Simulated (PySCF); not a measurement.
Estimate the missing entries of this data sheet.

Compound: CF3OCF3, C2F6O.
SMILES: `FC(F)(F)OC(F)(F)F`

Conformer (atom-mapped SMILES and torsion angles): `[F:1][C:2]([F:3])([F:4])[O:5][C:6]([F:7])([F:8])[F:9]`: F1–C2–O5–C6 -44°, C2–O5–C6–F7 78°.

| property | level | value |
| --- | --- | --- |
| point group of the GFN2-xTB geometry | GFN2-xTB | ? |
| rotational constants A, B, C of the GFN2-xTB geometry | GFN2-xTB | 3.020, 1.205, 1.189 GHz |
| dipole moment | wB97X-D/def2-SVPD | 0.16 D |
| HOMO energy | wB97X-D/def2-SVPD | -13.71 eV |
| LUMO energy | wB97X-D/def2-SVPD | 2.23 eV |
| lowest singlet excitation | TDDFT wB97X-D/def2-SVPD | 11.70 eV (106 nm, f = 0.008) |
| strongest line among the 8 lowest singlet transitions | TDDFT wB97X-D/def2-SVPD | ? |
| lowest triplet excitation (Tamm–Dancoff) | TDA wB97X-D/def2-SVPD | 11.57 eV |
| static isotropic polarisability | wB97X-D/def2-SVPD | ? |
| electronic spatial extent ⟨r²⟩ about the centre of nuclear charge | wB97X-D/def2-SVPD | ? |

Electronic properties: PySCF, gas phase, density fitting.

Q: What is the electronic spatial extent ⟨r²⟩ about the centre of nuclear charge?

A: 965 bohr².

Q: Give the point group of the GFN2-xTB geometry.

A: C2.

Q: The static isotropic polarisability?

A: 35.5 au.

Q: The strongest line among the 8 lowest singlet transitions?

A: S2 at 12.61 eV (98 nm, f = 0.014).

A dipole of 0.16 D is allowed in C2, and pure rotational transitions are dipole-allowed. In wavenumbers S1 is 94300 cm⁻¹ (1 eV = 8065.54 cm⁻¹). The rotational constants make it an asymmetric top with κ = (2B − A − C)/(A − C) = -0.98, nearer the prolate limit (−1). The dipole matches unit charges of opposite sign 0.03 Å apart (1 e·Å = 4.8032 D).

For the TDDFT job (wB97X-D/def2-SVPD), on one thread of an x86-64 server (shared host), this took 47 s of wall time.
